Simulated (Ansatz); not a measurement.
CH4FNSSi at its PBE0-D4/def2-TZVP geometry, where that method's forces vanish. Charge 0, multiplicity 1. The bonds changed during the relaxation, so this is another structure than the one it started from.

```xyz
9

F     1.4480    0.7510   -2.7891
Si    0.3854   -0.2978   -2.1590
N     0.5437    0.1574   -0.5155
C    -0.2052   -0.4326    0.5514
S    -1.3935    0.7904    1.2193
H    -0.7511   -1.2967    0.1648
H     1.1452    0.9207   -0.2305
H     0.4402   -0.7656    1.3665
H    -1.6128    0.1731    2.3920
```

What forces (eV/Å) does r2SCAN-D4/def2-TZVPP give on these atoms in Ansatz 0.2.0? (Estimate.)

Ansatz gave: 
```
F1   0.050  0.044 -0.032
Si2 -0.052 -0.067 -0.102
N3   0.070  0.035 -0.078
C4   0.040 -0.237  0.092
S5  -0.146  0.168  0.078
H6   0.014  0.005 -0.010
H7   0.028  0.050  0.036
H8  -0.003  0.008  0.003
H9  -0.001 -0.007  0.015
```
